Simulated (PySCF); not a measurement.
A calculated (PBE0, PySCF 2.14, x2c-SVPall, the spin-free X2C one-electron Hamiltonian (Gaussian nucleus)) atom or ion has these occupied shells.

```
shell  electrons  orbital energy (eV)  rms radius, mean of both spins (bohr)
 1s α          1             -24224.1                                 0.0366
 1s β          1             -24224.1                                 0.0366
 2s α          1              -3568.7                                  0.150
 2s β          1              -3568.5                                  0.150
 2p α          3              -3201.7                                  0.133
 2p β          3              -3201.6                                  0.133
 3s α          1              -662.42                                  0.405
 3s β          1              -662.31                                  0.405
 3p α          3              -540.57                                  0.408
 3p β          3              -540.45                                  0.408
 3d α          5              -346.43                                  0.390
 3d β          5              -346.21                                  0.390
 4s α          1              -102.33                                   1.01
 4s β          1              -101.34                                   1.01
 4p α          3              -66.936                                   1.12
 4p β          3              -65.810                                   1.12
 4d α          5              -16.740                                   1.61
 4d β          4              -15.974                                   1.61
```

Problem. Name the element and its charge.

Solution. Pd⁺ (palladium, charge +1), in [Kr] 4d9, 2D determinant.
